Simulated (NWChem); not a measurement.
System: SiN₃H₇; SMILES N[SiH](N)N

Excerpt of the output:

```
             Northwest Computational Chemistry Package (NWChem) 7.3.0
             --------------------------------------------------------

                             Geometry "geometry" -> ""
                             -------------------------

 Output coordinates in angstroms (scale by  1.889725989 to convert to a.u.)

  No.       Tag          Charge          X              Y              Z
 ---- ---------------- ---------- -------------- -------------- --------------
    1 Si                  14.0000    -0.00827900     0.03725900     0.32497900
    2 N                    7.0000    -0.12994700     1.66337900    -0.25594900
    3 N                    7.0000     1.24378300    -1.04960900    -0.17283500
    4 N                    7.0000    -1.45560300    -0.71183300    -0.23714600
    5 H                    1.0000     0.24514900     0.20948700     1.79200100
    6 H                    1.0000     0.42836700     2.39370200     0.16989100
    7 H                    1.0000    -0.29043700     1.85069300    -1.23951200
    8 H                    1.0000     2.15015900    -1.01342600     0.27841400
    9 H                    1.0000     1.32831300    -1.33223200    -1.14302400
   10 H                    1.0000    -2.33526300    -0.21364600    -0.17419700
   11 H                    1.0000    -1.57812700    -1.71137400    -0.12811800

 Effective nuclear repulsion energy (a.u.)     184.1407622314

                                 NWChem DFT Module
                                 -----------------

 Summary of "ao basis" -> "ao basis" (spherical)
 ------------------------------------------------------------------------------
       Tag                 Description            Shells   Functions and Types
 ---------------- ------------------------------  ------  ---------------------
 Si                          6-31g*                  8       18   4s3p1d
 N                           6-31g*                  6       14   3s2p1d
 H                           6-31g*                  2        2   2s

 in cosmo_initialize ...
 calling solv_data for solv:propnol2

 solvent parameters
 solvname_short: propnol2
 solvname_long:  2-propanol
 dielec:       19.2640
 dielecinf:     1.8978
 nonaqueous SMD model solvent descriptors
 dielec:       19.2640
 sola:          0.3300
 solb:          0.5600
 solc:          0.0000
 solg:         30.1300
 solh:          0.0000
 soln:          1.3776

          ---------------
          -cosmo- solvent
          ---------------
 Cosmo: York-Karplus, doi: 10.1021/jp992097l
 dielectric constant -eps-     =  19.26
 screen = (eps-1)/(eps    )    =   0.94809
 surface charge correction     = lagrangian

   van der Waals surface
 --------------------------

 ---------- ATOMIC COORDINATES (A.U.) ------------ VDWR(ANG.) --
     1   -0.01564504    0.07040930    0.61412126     2.470
     2   -0.24556422    3.14333053   -0.48367348     1.890
     3    2.35040906   -1.98347341   -0.32661079     1.890
     4   -2.75069082   -1.34516932   -0.44814096     1.890
     5    0.46326444    0.39587303    3.38639086     1.200
     6    0.80949625    4.52344088    0.32104744     1.200
     7   -0.54884635    3.49730266   -2.34233804     1.200
     8    4.06321134   -1.91509745    0.52612617     1.200
     9    2.51014760   -2.51755343   -2.16000216     1.200
    10   -4.41300718   -0.40373240   -0.32918460     1.200
    11   -2.98222761   -3.23402792   -0.24210791     1.200
 number of segments per atom =        128
 number of   points per atom =        128
 atom (   nspa,  nppa )
 ----------------------
    1 (     65,     0 )       0
    2 (     57,     0 )       0
    3 (     57,     0 )       0
    4 (     55,     0 )       0
    5 (     31,     0 )       0
    6 (     48,     0 )       0
    7 (     46,     0 )       0
    8 (     46,     0 )       0
    9 (     44,     0 )       0
   10 (     44,     0 )       0
   11 (     44,     0 )       0
 number of -cosmo- surface points =      537
 molecular surface =    113.410 angstrom**2
 molecular volume  =    102.355 angstrom**3
 -lineq- algorithm             =   0
 -bem- low  level              =   3
 -bem- from -octahedral-
 gaussian surface charge width =   4.50000
 degree of switching           =   1.00000
 switching function tolerance  =   0.00010
 atomic radii =
 --------------
    1 14.000  2.470
    2  7.000  1.890
    3  7.000  1.890
    4  7.000  1.890
    5  1.000  1.200
    6  1.000  1.200
    7  1.000  1.200
    8  1.000  1.200
    9  1.000  1.200
   10  1.000  1.200
   11  1.000  1.200
 ...... end of -cosmo- initialization ......

 nat:                    11
 ixmem:                  6636
 calling mnsol_interface()
 G(SMD-CDS) energy (kcal/mol)  =     2.055
 SMD-CDS SASA (angstrom**2)    =   141.340

            General Information
            -------------------
          SCF calculation type: DFT
          Wavefunction type:  closed shell.
          No. of atoms     :    11
          No. of electrons :    42
           Alpha electrons :    21
            Beta electrons :    21
          Charge           :     0
          Spin multiplicity:     1
          Use of symmetry is: off; symmetry adaption is: off
          Maximum number of iterations: 150
          AO basis - number of functions:    74
                     number of shells:    40
          Convergence on energy requested:  1.00D-06
          Convergence on density requested:  1.00D-05
          Convergence on gradient requested:  5.00D-04

              XC Information
              --------------
                         PBE0 Method XC Functional
                     Hartree-Fock (Exact) Exchange  0.250
          PerdewBurkeErnzerhof Exchange Functional  0.750
            Perdew 1991 LDA Correlation Functional  1.000 local
           PerdewBurkeErnz. Correlation Functional  1.000 non-local

             Grid Information
             ----------------
          Grid used for XC integration:  medium
          Radial quadrature: Mura-Knowles
          Angular quadrature: Lebedev.
          Tag              B.-S. Rad. Rad. Pts. Rad. Cut. Ang. Pts.
          ---              ---------- --------- --------- ---------
          Si                  1.10       88           8.0       590
          N                   0.65       49          10.0       434
          H                   0.35       45          11.0       434
          Grid pruning is: on
          Number of quadrature shells:   550
          Spatial weights used:  Erf1

      Superposition of Atomic Density Guess
      -------------------------------------

 Sum of atomic energies:        -455.18615003

      Non-variational initial energy
      ------------------------------

 Total energy =    -457.212252
 1-e energy   =    -990.536751
 2-e energy   =     349.183736
 HOMO         =      -0.335721
 LUMO         =       0.077294

   convergence    iter        energy       DeltaE   RMS-Dens  Diis-err
 ---------------- ----- ----------------- --------- --------- ---------
     COSMO gas phase
 d= 0,ls=0.0,diis     1   -457.6232072397 -6.42D+02  1.27D-02  6.81D-01
 d= 0,ls=0.0,diis     2   -457.6276780864 -4.47D-03  7.02D-03  6.28D-01
 d= 0,ls=0.0,diis     3   -457.6944809115 -6.68D-02  1.21D-03  2.13D-02
 d= 0,ls=0.0,diis     4   -457.6968069688 -2.33D-03  1.76D-04  2.53D-04
 d= 0,ls=0.0,diis     5   -457.6968291041 -2.21D-05  6.29D-05  5.91D-05
  Resetting Diis
 d= 0,ls=0.0,diis     6   -457.6968355405 -6.44D-06  1.40D-05  1.38D-06
 d= 0,ls=0.0,diis     7   -457.6968356837 -1.43D-07  6.67D-06  1.05D-07

   convergence    iter        energy       DeltaE   RMS-Dens  Diis-err
 ---------------- ----- ----------------- --------- --------- ---------
     COSMO solvation phase
 d= 0,ls=0.0,diis     1   -457.7070244456 -1.02D-02  1.74D-03  3.39D-03
 d= 0,ls=0.0,diis     2   -457.7079395891 -9.15D-04  3.99D-04  7.66D-04
 d= 0,ls=0.0,diis     3   -457.7080189633 -7.94D-05  1.53D-04  2.07D-04
 d= 0,ls=0.0,diis     4   -457.7080418867 -2.29D-05  4.67D-05  1.86D-05
 d= 0,ls=0.0,diis     5   -457.7080440601 -2.17D-06  9.42D-06  5.42D-07
 d= 0,ls=0.0,diis     6   -457.7080441289 -6.88D-08  2.12D-06  3.02D-08

         Total DFT energy =     -457.708044128913
      One electron energy =     -996.354024407172
           Coulomb energy =      398.297778686454
    Exchange-Corr. energy =      -44.098531802025
 Nuclear repulsion energy =      184.140762231383

             COSMO energy =        0.305971162448

 Numeric. integr. density =       41.999995316609

                                COSMO-SMD solvation results
                                ---------------------------

             internal energy in gas <Psi(g)|H|Psi(g)> =      -457.696835683694
         internal energy in solvent <Psi(s)|H|Psi(s)> =      -457.695693114906
                               delta internal energy  =         0.001142568787 (    0.72 kcal/mol)
   total free energy in solvent <Psi(s)|H+V/2|Psi(s)> =      -457.711318292018
 polarization energy contribution <Psi(s)|V/2|Psi(s)> =        -0.015625177111 (   -9.80 kcal/mol)
    total free energy in solvent including G(SMD-CDS) =      -457.708044128913
                       G(SMD-CDS) energy contribution =         0.003274163105 (    2.05 kcal/mol)
     1 M fixed-concentration free energy of solvation =        -0.011208445219 (   -7.03 kcal/mol)

                       DFT Final Molecular Orbital Analysis
                       ------------------------------------

 Vector   19  Occ=2.000000D+00  E=-2.838697D-01
              MO Center=  4.1D-01,  2.4D-01, -7.6D-02, r^2= 3.3D+00
   Bfn.  Coefficient  Atom+Function         Bfn.  Coefficient  Atom+Function
  ----- ------------  ---------------      ----- ------------  ---------------
    21      0.317922   2 N  px               25      0.276019   2 N  px
    36      0.247297   3 N  py               40      0.219469   3 N  py
    35      0.194509   3 N  px               24     -0.180615   2 N  s
    38     -0.181002   3 N  s                37     -0.172865   3 N  pz
    23     -0.167663   2 N  pz               39      0.162431   3 N  px

 Vector   20  Occ=2.000000D+00  E=-2.573948D-01
              MO Center= -1.1D+00, -5.4D-01, -1.2D-01, r^2= 2.0D+00
   Bfn.  Coefficient  Atom+Function         Bfn.  Coefficient  Atom+Function
  ----- ------------  ---------------      ----- ------------  ---------------
    51      0.526322   4 N  pz               55      0.474761   4 N  pz
    62     -0.248088   5 H  s                61     -0.109297   5 H  s
    36      0.106574   3 N  py               40      0.100610   3 N  py
    25      0.096571   2 N  px               13      0.088063   1 Si pz
    21      0.086736   2 N  px               52     -0.083245   4 N  s

 Vector   21  Occ=2.000000D+00  E=-2.425342D-01
              MO Center=  4.8D-01,  2.7D-01, -1.7D-01, r^2= 3.4D+00
   Bfn.  Coefficient  Atom+Function         Bfn.  Coefficient  Atom+Function
  ----- ------------  ---------------      ----- ------------  ---------------
    36     -0.386138   3 N  py               21      0.364890   2 N  px
    40     -0.349448   3 N  py               25      0.323216   2 N  px
    22     -0.164805   2 N  py               26     -0.158168   2 N  py
    37      0.137871   3 N  pz               12     -0.128032   1 Si py
    23     -0.123230   2 N  pz               41      0.116395   3 N  pz

 Vector   22  Occ=0.000000D+00  E= 8.802212D-02
              MO Center= -3.3D-01, -1.3D-01, -4.2D-01, r^2= 6.1D+00
   Bfn.  Coefficient  Atom+Function         Bfn.  Coefficient  Atom+Function
  ----- ------------  ---------------      ----- ------------  ---------------
    10      1.124040   1 Si s                52     -1.100452   4 N  s
    24     -0.840833   2 N  s                38     -0.827908   3 N  s
    72      0.446743  10 H  s                74      0.447257  11 H  s
    64      0.414072   6 H  s                68      0.411913   8 H  s
    13     -0.352831   1 Si pz               66      0.334133   7 H  s

 Vector   23  Occ=0.000000D+00  E= 9.094509D-02
              MO Center=  2.1D-01,  1.5D-01,  4.5D-01, r^2= 5.1D+00
   Bfn.  Coefficient  Atom+Function         Bfn.  Coefficient  Atom+Function
  ----- ------------  ---------------      ----- ------------  ---------------
    11      1.083486   1 Si px               52      0.788145   4 N  s
    12      0.541867   1 Si py               38     -0.479589   3 N  s
    24     -0.475690   2 N  s                25     -0.307929   2 N  px
    40     -0.242069   3 N  py                7      0.224740   1 Si px
    55      0.216146   4 N  pz               66      0.214893   7 H  s

 Vector   24  Occ=0.000000D+00  E= 9.926267D-02
              MO Center=  2.5D-01,  1.5D-01,  2.2D-01, r^2= 6.1D+00
   Bfn.  Coefficient  Atom+Function         Bfn.  Coefficient  Atom+Function
  ----- ------------  ---------------      ----- ------------  ---------------
    12      1.062936   1 Si py               38      1.050179   3 N  s
    24     -1.041548   2 N  s                11     -0.533760   1 Si px
    70     -0.379101   9 H  s                66      0.374884   7 H  s
    68     -0.263269   8 H  s                64      0.258212   6 H  s
     8      0.200223   1 Si py               54     -0.136263   4 N  py

     Multipole analysis of the density
     ---------------------------------

     L   x y z        total         alpha         beta         nuclear
     -   - - -        -----         -----         ----         -------
     0   0 0 0     -0.000000    -21.000000    -21.000000     42.000000

     1   1 0 0      0.323050      2.580482      2.580482     -4.837914
     1   0 1 0      0.147804      0.056527      0.056527      0.034750
     1   0 0 1     -0.533707      0.258820      0.258820     -1.051347

     2   2 0 0    -19.459891    -81.935231    -81.935231    144.410570
     2   1 1 0      1.541268      7.220847      7.220847    -12.900426
     2   1 0 1     -0.343440     -3.150177     -3.150177      5.956914
     2   0 2 0    -21.726430    -92.321011    -92.321011    162.915592
     2   0 1 1     -0.274649      0.530344      0.530344     -1.335337
     2   0 0 2    -24.236943    -27.736873    -27.736873     31.236802
```

Level: PBE0/6-31G* (spherical d), SMD on the gas-phase geometry. Structure relaxed at the PBE0/def2-SVP level. Solvent: 2-propanol.

Question: Write an input that gives this output.

Answer: This is not unique; one that fits is the input that was run:
```
start job
memory heap 200 mb stack 900 mb global 1100 mb
geometry units angstroms noautosym nocenter noautoz
  Si    -0.008279     0.037259     0.324979
  N     -0.129947     1.663379    -0.255949
  N      1.243783    -1.049609    -0.172835
  N     -1.455603    -0.711833    -0.237146
  H      0.245149     0.209487     1.792001
  H      0.428367     2.393702     0.169891
  H     -0.290437     1.850693    -1.239512
  H      2.150159    -1.013426     0.278414
  H      1.328313    -1.332232    -1.143024
  H     -2.335263    -0.213646    -0.174197
  H     -1.578127    -1.711374    -0.128118
end
basis spherical
  * library 6-31g*
end
dft
  xc pbe0
  iterations 150
end
cosmo
  do_cosmo_smd true
  solvent propnol2
end
task dft energy
```
